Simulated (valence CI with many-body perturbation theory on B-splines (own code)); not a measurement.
## Which ion has this spectrum?

A relativistic CI+MBPT calculation for an atom or ion with 14 electrons gives these levels (eV):

```
J  Parity       E     g
0    even   0.000      
1    even   0.386  1.50
2    even   0.904  1.49
2    even   3.552  1.01
0    even   7.598      
2     odd  17.988  2.00
1     odd  24.820  0.51
2     odd  24.831  1.17
3     odd  24.918  1.33
0     odd  28.590      
1     odd  28.606  1.49
2     odd  28.619  1.49
2     odd  31.494  1.01
1     odd  37.234  1.88
```

The energies are calculated, with errors of perhaps 100 cm⁻¹, more in some levels.

(1) Which is it?
A. V9+
B. Mn11+
C. Ti8+
D. Sc7+

## Answers

(1) C. Ti8+, ground level 3s2.3p2 3P_0.
